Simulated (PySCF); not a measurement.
Pb(H)(SiH3), SMILES [SiH3][PbH] at its PBE0/def2-SVP optimised geometry (Å):

```
6

Pb    -1.6752    -0.2402     0.0000
H     -1.5793     1.6112     0.0000
Si     1.0659    -0.2402     0.0000
H      1.5983     0.4706     1.2110
H      1.5967     0.4820    -1.2050
H      1.6752    -1.6112    -0.0068
```

Method: PBE0/def2-TZVP, def2 effective core potentials past Kr in PySCF 2.14.0. The core electrons that the potentials of Pb replace are not part of the density. Cells within 0.4 Å of a nucleus heavier than hydrogen are left out (blank, or x).

Map of the electrostatic potential (hartree/e), clipped to [-0.08, 0.12] on the plane z = 0.0 Å:

```
|1111100000000000000011111111111|
|1111000000000000000001111111111|
|1110000000000000000000001111111|
|1110000000000000000000000011111|
|1100000000000000000000000000111|
|1100000000000000000000000000011|
|1100000134310000000000000000001|
|1110001499951000001110000000000|
|1110002999993000011111000000000|
|1111114999994101122221100000000|
|1112235999995212345543211000000|
|2223469999997434699997421100000|
|2234799999999867999999952110000|
|2236999999999999999999995211000|
|2347999999999999999999997311000|
|23489999xx99999999xxx9999421100|
|22489999xxx9999999xxx9999421100|
|22479999xx99999999xxx9999421100|
|2236999999999999999999996311000|
|1224899999999989999999995210000|
|1123589999999856999999995100000|
|1112357999997543468999996100000|
|1111234567664332234999995100000|
|1111222334433222112499973100000|
|1111122222322221111235531100000|
|1111112222222211111112211100001|
|1111112222222111111111111100111|
|1111111222222111111111111111111|
|1111111122211111111111111111111|
|1111111111111111111111111111111|
|1111111111111111111111111111111|
```
Scale: ten equal steps from -0.023 (start of '0') to 0.120 (end of '9'), in the order '0123456789'; x runs from -4.00 to 4.00, y from -4.00 (bottom) to 4.00 (top).
